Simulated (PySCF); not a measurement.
PySCF input file for Si(Me)2(Cl)2 (C2H6Cl2Si), SMILES C[Si](C)(Cl)Cl, PBE/pcSseg-1. The structure is a stationary point at TPSSh-D3(BJ)/def2-SVP. The isomer is the one that the SMILES or the coordinates give; other isomers of the formula were not compared.

```python
import numpy as np
from pyscf import gto, scf, dft
from pyscf.prop.nmr import rks as nmr

mol = gto.M(
    atom='''
    C    -0.00000001    1.56806809    1.34631319
    Si    0.00000000    0.00000000    0.33752812
    C     0.00000000   -1.56806808    1.34631321
    Cl    1.68073173   -0.00000000   -0.88857481
    Cl   -1.68073173   -0.00000001   -0.88857481
    H    -0.89515173    1.61051301    1.98772241
    H    -0.00000001    2.45150714    0.68975092
    H     0.89515171    1.61051302    1.98772242
    H     0.00000001   -2.45150712    0.68975095
    H    -0.89515172   -1.61051300    1.98772243
    H     0.89515173   -1.61051299    1.98772244
    ''',
    basis='pcSseg-1',
    charge=0,
    spin=0,
    max_memory=1600,
    verbose=3,
)
mf = dft.RKS(mol, xc='pbe')
mf.grids.level = 3
mf.conv_tol = 1e-10
mf.max_cycle = 100
mf.kernel()
n = nmr.NMR(mf)
n.verbose = 2
n.max_cycle_cphf = 60
sigma = n.kernel()
print('atom   isotropic/ppm   span/ppm')
for i, s in enumerate(sigma):
    w = np.linalg.eigvalsh((s + s.T) / 2)
    print(f'{mol.atom_symbol(i):2s}{i + 1:3d} {w.mean():14.3f} {w[2] - w[0]:11.3f}')
```

Program output:

```
converged SCF energy = -1289.15743273712
atom   isotropic/ppm   span/ppm
C   1        170.961      26.021
Si  2        276.990      19.247
C   3        170.961      26.021
Cl  4        831.730     248.327
Cl  5        831.730     248.327
H   6         30.646      10.296
H   7         30.329       9.416
H   8         30.646      10.296
H   9         30.329       9.416
H  10         30.646      10.296
H  11         30.646      10.296
```

Self-consistency was reached.
